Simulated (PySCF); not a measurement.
## Dipole response of Al⁺ (aluminium, charge +1)

[Ne] 3s2, closed-shell 1S. Calculation: PySCF 2.14, in aug-cc-pCVQZ-DK (10s9p7d5f3g, 134 functions); scalar relativity by spin-free X2C-1e. Coupled (time-dependent) response in atomic units; α is the mean over directions.

| method | mean α (bohr³) | C₆ (like pair) | S(−4) |
| --- | --- | --- | --- |
| wB97X-V | 25.15 | 130.1 | 347.8 |
| MN15 | 23.60 | 116.2 | 318.8 |

S(−4) is the Cauchy moment in α(ω) = α(0) + S(−4) ω² + …

α(iu) at wB97X-V:

| u (hartree) | α(iu) (bohr³) |
| --- | --- |
| 0 | 25.15 |
| 0.0500 | 24.31 |
| 0.100 | 22.11 |
| 0.200 | 16.25 |
| 0.300 | 11.32 |
| 0.500 | 5.860 |
| 0.750 | 3.129 |
| 1.00 | 1.970 |
| 1.50 | 1.045 |
| 2.00 | 0.6860 |
| 3.00 | 0.3951 |
| 5.00 | 0.2006 |

A single London oscillator, α(iu) = α/(1 + u²/ω²), gives C₆ = (3/4) ω α². Matching the computed C₆ needs ω = 4 × 130.1 / (3 × 25.15²) = 0.274 hartree.

For an ion, C₆ is the dispersion term alone; charge-induced terms of lower order in 1/R come first.
